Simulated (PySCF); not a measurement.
W(O)(S)(OH)(NH2) (H3NO2SW), SMILES [NH2][W](=[O])([OH])=[S], multiplicity 1. Geometry optimised at PBE-D3(BJ)/def2-SVP. The multiplicity is an assumed one; no other spin state was optimised. The structure was generated by enumeration; whether it is a known compound was not checked. The def2 effective core potentials stand for the cores of W; spin–orbit coupling is left out. The values are those of a single conformer.

Computed equilibrium geometry at PBE-D3(BJ)/def2-SVP (PySCF confirms it by a frequency run) as Cartesian coordinates in Å (one conformer of several):
```xyz
8

W     -0.0099     0.1610     0.0240
O      1.1262     1.0739     0.9432
S      0.6112    -1.9014    -0.2050
O     -0.2083     0.9909    -1.6787
H     -0.3597     0.4911    -2.5021
N     -1.6791     0.1720     1.0213
H     -1.9011     0.8716     1.7373
H     -2.3795    -0.5760     1.0033
```
